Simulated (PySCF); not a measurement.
C3H9OSi (SMILES [CH2][Si](C)(C)O), doublet, geometry from GFN2-xTB; PySCF with DF-B3LYP/def2-SV(P).

The PySCF input:
```python
from pyscf import gto, scf, dft

mol = gto.Mole()
mol.atom = '''
    C     0.58008620    1.53301453   -0.96095516
    Si    0.00713756    0.06888407    0.01286974
    C    -1.47254256   -0.75170448   -0.88078712
    C     1.38099740   -1.22921438    0.26088818
    O    -0.39364180    0.48500791    1.54593934
    H     0.68586640    2.51481670   -0.53330152
    H     0.87512597    1.46449470   -1.99228082
    H    -2.29978321   -0.05858815   -1.00389879
    H    -1.83859389   -1.60773263   -0.32173943
    H    -1.18887090   -1.09926350   -1.86798752
    H     1.00524767   -2.09157314    0.80171729
    H     2.20629421   -0.81369965    0.82862531
    H     1.76769001   -1.57162811   -0.69292830
    H    -1.09501410    1.10615926    1.71922750
'''
mol.basis = 'def2-sv(p)'
mol.spin = 1
mol.verbose = 4
mol.build()

mf = dft.UKS(mol)
mf.xc = 'b3lyp'
mf.diis = False
mf.damp = 0.3
mf.diis_start_cycle = 200
mf.max_cycle = 150
mf = mf.density_fit(auxbasis='def2-universal-jkfit')
mf.kernel()
```

Predict the main parts of the log of this PySCF run.


```
PySCF version 2.14.0

[INPUT] verbose = 4
[INPUT] num. atoms = 14
[INPUT] num. electrons = 49
[INPUT] charge = 0
[INPUT] spin (= nelec alpha-beta = 2S) = 1
[INPUT] symmetry False subgroup None
[INPUT] Mole.unit = angstrom
[INPUT] Symbol           X                Y                Z      unit          X                Y                Z       unit  Magmom
[...]
nuclear repulsion = 239.588742479659
number of shells = 50
number of NR pGTOs = 168
number of NR cGTOs = 92
basis = def2-sv(p)
ecp = {}

******** <class 'pyscf.df.df_jk.DFUKS'> ********
method = DFUKS
initial guess = minao
damping factor = 0.3
level_shift factor = 0
DIIS disabled
SCF conv_tol = 1e-09
SCF conv_tol_grad = None
SCF max_cycles = 150
direct_scf = False
number electrons alpha = 25  beta = 24
XC library pyscf.dft.libxc version 7.1.2
    S. Lehtola, C. Steigemann, M. J. T. Oliveira, and M. A. L. Marques,  SoftwareX 7, 1–5 (2018)
XC functionals = b3lyp
    P. J. Stephens, F. J. Devlin, C. F. Chabalowski, and M. J. Frisch,  J. Phys. Chem. 98, 11623 (1994)
radial grids:
    Treutler-Ahlrichs [JCP 102, 346 (1995); DOI:10.1063/1.469408] (M4) radial grids

becke partition: Becke, JCP 88, 2547 (1988); DOI:10.1063/1.454033
pruning grids: <function nwchem_prune>
grids dens level: 3
symmetrized grids: False
atomic radii adjust function: <function treutler_atomic_radii_adjust>
small_rho_cutoff = 0
Set gradient conv threshold to 3.16228e-05
tot grids = 163888
******** <class 'pyscf.df.df.DF'> ********
auxbasis = def2-universal-jkfit
init E= -484.331618898937

cycle= 1 E= -484.058584247905  delta_E= 0.273  |g|= 0.605  |ddm|=  2.5
cycle= 2 E= -484.138142998683  delta_E= -0.0796  |g|= 0.44  |ddm|= 1.02
cycle= 3 E= -484.170202683538  delta_E= -0.0321  |g|= 0.342  |ddm|= 0.752
cycle= 4 E= -484.184570795262  delta_E= -0.0144  |g|= 0.281  |ddm|= 0.584
cycle= 5 E= -484.19415045346  delta_E= -0.00958  |g|= 0.233  |ddm|= 0.488
cycle= 6 E= -484.199813429053  delta_E= -0.00566  |g|= 0.196  |ddm|= 0.398
cycle= 7 E= -484.204101839801  delta_E= -0.00429  |g|= 0.165  |ddm|= 0.34
cycle= 8 E= -484.206876752521  delta_E= -0.00277  |g|= 0.14  |ddm|= 0.283
cycle= 9 E= -484.20899610796  delta_E= -0.00212  |g|= 0.118  |ddm|= 0.242
cycle= 10 E= -484.210420836246  delta_E= -0.00142  |g|=  0.1  |ddm|= 0.202
cycle= 11 E= -484.211496535725  delta_E= -0.00108  |g|= 0.0848  |ddm|= 0.173
cycle= 12 E= -484.212235201659  delta_E= -0.000739  |g|= 0.072  |ddm|= 0.145
[...]
cycle= 32 E= -484.21416409034  delta_E= -1.02e-06  |g|= 0.00266  |ddm|= 0.00538
cycle= 33 E= -484.214164827313  delta_E= -7.37e-07  |g|= 0.00225  |ddm|= 0.00456
cycle= 34 E= -484.214165356547  delta_E= -5.29e-07  |g|= 0.00191  |ddm|= 0.00386
cycle= 35 E= -484.214165737422  delta_E= -3.81e-07  |g|= 0.00162  |ddm|= 0.00328
cycle= 36 E= -484.214166011025  delta_E= -2.74e-07  |g|= 0.00137  |ddm|= 0.00278
cycle= 37 E= -484.214166207872  delta_E= -1.97e-07  |g|= 0.00116  |ddm|= 0.00236
cycle= 38 E= -484.214166349309  delta_E= -1.41e-07  |g|= 0.000987  |ddm|= 0.002
cycle= 39 E= -484.214166451051  delta_E= -1.02e-07  |g|= 0.000837  |ddm|= 0.00169
cycle= 40 E= -484.214166524168  delta_E= -7.31e-08  |g|= 0.000709  |ddm|= 0.00144
cycle= 41 E= -484.214166576753  delta_E= -5.26e-08  |g|= 0.000601  |ddm|= 0.00122
cycle= 42 E= -484.214166614549  delta_E= -3.78e-08  |g|= 0.00051  |ddm|= 0.00103
cycle= 43 E= -484.21416664173  delta_E= -2.72e-08  |g|= 0.000432  |ddm|= 0.000876
cycle= 44 E= -484.214166661265  delta_E= -1.95e-08  |g|= 0.000367  |ddm|= 0.000742
cycle= 45 E= -484.214166675316  delta_E= -1.41e-08  |g|= 0.000311  |ddm|= 0.00063
cycle= 46 E= -484.214166685417  delta_E= -1.01e-08  |g|= 0.000264  |ddm|= 0.000534
cycle= 47 E= -484.214166692675  delta_E= -7.26e-09  |g|= 0.000224  |ddm|= 0.000453
cycle= 48 E= -484.214166697898  delta_E= -5.22e-09  |g|= 0.00019  |ddm|= 0.000384
cycle= 49 E= -484.214166701651  delta_E= -3.75e-09  |g|= 0.000161  |ddm|= 0.000325
cycle= 50 E= -484.214166704354  delta_E= -2.7e-09  |g|= 0.000136  |ddm|= 0.000276
cycle= 51 E= -484.214166706294  delta_E= -1.94e-09  |g|= 0.000116  |ddm|= 0.000234
cycle= 52 E= -484.214166707684  delta_E= -1.39e-09  |g|= 9.8e-05  |ddm|= 0.000198
cycle= 53 E= -484.214166708693  delta_E= -1.01e-09  |g|= 8.31e-05  |ddm|= 0.000168
cycle= 54 E= -484.214166709411  delta_E= -7.18e-10  |g|= 7.04e-05  |ddm|= 0.000143
cycle= 55 E= -484.21416670993  delta_E= -5.19e-10  |g|= 5.97e-05  |ddm|= 0.000121
cycle= 56 E= -484.214166710301  delta_E= -3.71e-10  |g|= 5.06e-05  |ddm|= 0.000103
cycle= 57 E= -484.214166710566  delta_E= -2.65e-10  |g|= 4.29e-05  |ddm|= 8.69e-05
cycle= 58 E= -484.214166710762  delta_E= -1.96e-10  |g|= 3.64e-05  |ddm|= 7.37e-05
cycle= 59 E= -484.2141667109  delta_E= -1.38e-10  |g|= 3.09e-05  |ddm|= 6.25e-05
Extra cycle  E= -484.214166710299  delta_E= 6.01e-10  |g|= 5.06e-05  |ddm|= 7.57e-05
converged SCF energy = -484.214166710299  <S^2> = 0.75331189  2S+1 = 2.0033092
```
